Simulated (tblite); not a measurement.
C7H15B2N.
Atom-mapped SMILES: `[CH3:1][B:2]([CH3:3])[C:4]#[C:5][C@@H:6]1[CH2:7][CH2:8][B@H-:9]1[NH3+:10]` (hydrogens: H11, H12, H13 on C1; H14, H15, H16 on C3; H17 on C6; H18, H19 on C7; H20, H21 on C8; H22 on B9; H23, H24, H25 on N10)
Bond orders are those of one Lewis drawing.

Computed with GFN2-xTB (tblite), gas phase: L-BFGS steps from a force-field or distance-geometry start until the largest atomic force falls under 0.01 eV/Å.

Step 48: E = -759.9431 eV
```
atom  x, y, z in Å  |  force x, y, z in eV/Å
C1      3.5587    1.1826    0.0927    0.002   0.029  -0.006
B2      2.8813   -0.2493    0.1477   -0.070  -0.015  -0.020
C3      3.7598   -1.5493    0.3575    0.027  -0.008  -0.002
C4      1.3891   -0.3567    0.0575   -0.045   0.046   0.013
C5      0.1770   -0.4122    0.0640    0.020  -0.033   0.031
C6     -1.2544   -0.4475    0.1708    0.076  -0.023   0.021
C7     -2.0637   -1.1122   -0.9708    0.036   0.007   0.038
C8     -3.2218   -0.1095   -0.8215   -0.044  -0.040  -0.024
B9     -2.1938    0.8831   -0.0514    0.054  -0.062   0.009
N10    -2.7622    1.3923    1.4033    0.007   0.011   0.040
H11     3.3045    1.7384    0.9952   -0.006   0.009   0.021
H12     3.1872    1.7782   -0.7387   -0.028   0.006  -0.026
H13     4.6434    1.1551    0.0274    0.034  -0.026  -0.009
H14     4.7094   -1.3437    0.8444    0.047   0.007   0.057
H15     4.0017   -1.9772   -0.6149   -0.029  -0.019  -0.053
H16     3.2479   -2.3277    0.9197   -0.011  -0.005  -0.012
H17    -1.4909   -0.9728    1.1093    0.018   0.020  -0.027
H18    -1.5551   -0.9949   -1.9276   -0.019   0.012   0.041
H19    -2.3012   -2.1701   -0.8279   -0.001   0.049  -0.015
H20    -3.6949    0.1772   -1.7573    0.006   0.038  -0.094
H21    -4.0054   -0.5281   -0.1863   -0.032  -0.031   0.028
H22    -1.7395    1.8180   -0.6162   -0.028   0.004   0.008
H23    -2.0213    1.9281    1.8460   -0.067  -0.012   0.032
H24    -3.6012    1.9590    1.3078    0.074  -0.020  -0.038
H25    -2.9654    0.5635    1.9570   -0.022   0.057  -0.012
```

Step 49: E = -759.9451 eV
```
atom  x, y, z in Å  |  force x, y, z in eV/Å
C1      3.5618    1.1843    0.0881   -0.003   0.017  -0.004
B2      2.8818   -0.2470    0.1438   -0.055  -0.023  -0.028
C3      3.7587   -1.5489    0.3533    0.029  -0.006   0.000
C4      1.3900   -0.3550    0.0545   -0.029   0.058   0.021
C5      0.1781   -0.4090    0.0676    0.014  -0.058   0.025
C6     -1.2524   -0.4498    0.1782    0.067  -0.013   0.018
C7     -2.0610   -1.1163   -0.9633    0.000   0.024   0.028
C8     -3.2144   -0.1067   -0.8251   -0.060   0.011  -0.007
B9     -2.1883    0.8826   -0.0454    0.020  -0.059  -0.016
N10    -2.7742    1.3898    1.4040    0.030  -0.007   0.019
H11     3.3116    1.7392    0.9927   -0.003   0.006   0.018
H12     3.1885    1.7827   -0.7407   -0.022  -0.002  -0.022
H13     4.6465    1.1535    0.0197    0.024  -0.020  -0.011
H14     4.7066   -1.3432    0.8438    0.047   0.000   0.049
H15     4.0027   -1.9773   -0.6186   -0.025  -0.006  -0.047
H16     3.2457   -2.3284    0.9134   -0.015   0.005  -0.010
H17    -1.4847   -0.9748    1.1173    0.011   0.019  -0.021
H18    -1.5503   -1.0110   -1.9195    0.003   0.026   0.029
H19    -2.3088   -2.1707   -0.8158    0.007   0.034   0.001
H20    -3.6819    0.1868   -1.7624    0.036   0.013  -0.095
H21    -4.0069   -0.5182   -0.1958   -0.022  -0.038   0.029
H22    -1.7279    1.8208   -0.6019   -0.037  -0.017   0.011
H23    -2.0321    1.9155    1.8570   -0.088  -0.022   0.044
H24    -3.6047    1.9668    1.2948    0.085  -0.033  -0.023
H25    -2.9954    0.5586    1.9480   -0.014   0.089  -0.011
```

Problem. Estimate the geometry and energy of step 50. (The exact step hangs on the optimiser's Hessian estimate; all steps are aligned on step 49, rigid shifts and turns removed.)

Solution. E = -759.9471 eV, largest force 0.101 eV/Å
```
atom  x, y, z in Å  |  force x, y, z in eV/Å
C1      3.5646    1.1864    0.0838   -0.006  -0.003  -0.002
B2      2.8815   -0.2450    0.1393   -0.008  -0.017  -0.023
C3      3.7582   -1.5486    0.3492    0.022   0.002   0.000
C4      1.3903   -0.3523    0.0523    0.003   0.059   0.024
C5      0.1791   -0.4073    0.0719    0.008  -0.076   0.016
C6     -1.2499   -0.4526    0.1857    0.025   0.001   0.007
C7     -2.0583   -1.1195   -0.9558   -0.039   0.030   0.007
C8     -3.2082   -0.1042   -0.8283   -0.060   0.055   0.008
B9     -2.1824    0.8809   -0.0398   -0.025  -0.036  -0.032
N10    -2.7845    1.3872    1.4046    0.034  -0.006  -0.030
H11     3.3182    1.7399    0.9908    0.004  -0.002   0.004
H12     3.1895    1.7871   -0.7431   -0.010  -0.011  -0.008
H13     4.6496    1.1512    0.0123   -0.001  -0.009  -0.012
H14     4.7045   -1.3423    0.8443    0.027  -0.013   0.023
H15     4.0028   -1.9777   -0.6230   -0.014   0.012  -0.024
H16     3.2433   -2.3289    0.9070   -0.011   0.017  -0.009
H17    -1.4793   -0.9771    1.1249    0.004   0.010  -0.004
H18    -1.5456   -1.0242   -1.9113    0.024   0.038   0.016
H19    -2.3155   -2.1706   -0.8055    0.014   0.014   0.017
H20    -3.6694    0.1959   -1.7681    0.067  -0.019  -0.068
H21    -4.0082   -0.5102   -0.2037   -0.007  -0.034   0.014
H22    -1.7175    1.8225   -0.5886   -0.042  -0.037   0.011
H23    -2.0438    1.9041    1.8683   -0.074  -0.014   0.067
H24    -3.6062    1.9736    1.2813    0.082  -0.038  -0.013
H25    -3.0236    0.5559    1.9394   -0.015   0.078   0.010
```

The energy changes by -0.0020 eV. The first-order estimate −F·Δx gives -0.0027 eV and the mean of the old and new forces, exact on a quadratic surface, -0.0020 eV. The step makes an angle of 81° with the force vector and moves no atom by more than 0.030 Å.

The cost below is that of the whole relaxation. The run took 1.7 s of wall time on Arm Neoverse N1, one thread, shared host with 64 logical CPUs at a one-minute load of 53.
